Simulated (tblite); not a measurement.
Species: C3H13NO2Si3.
Numbering: `[CH3:1][O:2][CH2:3][C:4](=[O:5])[SiH2:6][N:7]([SiH3:8])[SiH3:9]` (hydrogens: H10, H11, H12 on C1; H13, H14 on C3; H15, H16 on Si6; H17, H18, H19 on Si8; H20, H21, H22 on Si9)

Computed geometry: GFN2-xTB, gas phase.

Q: List the bond lengths, angles and torsions at this level.

A: 
```
                    bond  length (Å)   order
                   C1–O2       1.408  single
                   O2–C3       1.407  single
                   C3–C4       1.509  single
                   C4=O5       1.210  double
                  C4–Si6       1.907  single
                  Si6–N7       1.722  single
                  N7–Si8       1.771  single
                  N7–Si9       1.745  single
  C1–H10, C1–H11, C1–H12       1.093  single
          C3–H13, C3–H14       1.097  single
        Si6–H15, Si6–H16       1.465  single
Si8–H17 and 4 like bonds       1.461  single
                 Si8–H19       1.473  single
```

Bonds in one row agree within 0.01 Å and their mean is given. Orders are formal, as drawn. A selection of angles:
```
      angle  degrees
  O2–C1–H10    110.8
  O2–C1–H12    106.4
 H10–C1–H11    108.9
   C1–O2–C3    113.3
   O2–C3–C4    111.0
  O2–C3–H13    112.0
  O2–C3–H14    106.5
  C4–C3–H13    112.3
  C4–C3–H14    106.5
 H13–C3–H14    108.2
   C3–C4–O5    122.3
  C3–C4–Si6    114.3
  O5–C4–Si6    123.2
  C4–Si6–N7    103.5
 C4–Si6–H15    107.1
 C4–Si6–H16    110.2
 N7–Si6–H15    113.6
 N7–Si6–H16    110.5
H15–Si6–H16    111.5
 Si6–N7–Si8    123.2
 Si6–N7–Si9    118.4
 Si8–N7–Si9    118.3
 N7–Si8–H17    110.0
 N7–Si8–H19    102.8
H17–Si8–H18    118.8
H17–Si8–H19    107.2
 N7–Si9–H22    106.8
H20–Si9–H21    110.9
H20–Si9–H22    110.4
```

Dihedral angles: C1–O2–C3–C4 -89° (synclinal); O2–C3–C4–O5 162° (antiperiplanar); C3–C4–Si6–N7 -175° (antiperiplanar); C4–Si6–N7–Si8 10° (synperiplanar). The mirror-image conformer, all signs reversed, is as good.

Si6 (SiH2 silicon) is distorted tetrahedral (angles from 103.5° to 113.6°). The N–Si distances run from 1.722 Å (Si6–N7, drawn single) to 1.771 Å (N7–Si8, drawn single), a spread of 0.049 Å. The C–O distances run from 1.210 Å (C4=O5, drawn double) to 1.408 Å (C1–O2, drawn single), a spread of 0.198 Å. N7 (nitrogen bridging silicon atoms) is planar (angles 123.2°, 118.4° and 118.3°, sum 360.0°, 0.02 Å off the plane of its three neighbours). Si8 (SiH3 silicon) is distorted tetrahedral (angles from 102.8° to 118.8°). Of the pairs four or more bonds apart, O5···Si8 is among the closest relative to their van der Waals radii: 2.65 Å, 73 % of the sum of Bondi's values.

Point group: C1 (no symmetry element, even within 0.4 Å). Its GFN2-xTB frequencies are all real (lowest 20 cm⁻¹). The numbers are those of one conformer. 3 starts were optimised and ended at 0.00, 3.07 and 6.10 kcal/mol (GFN2-xTB); the lowest of these is shown.
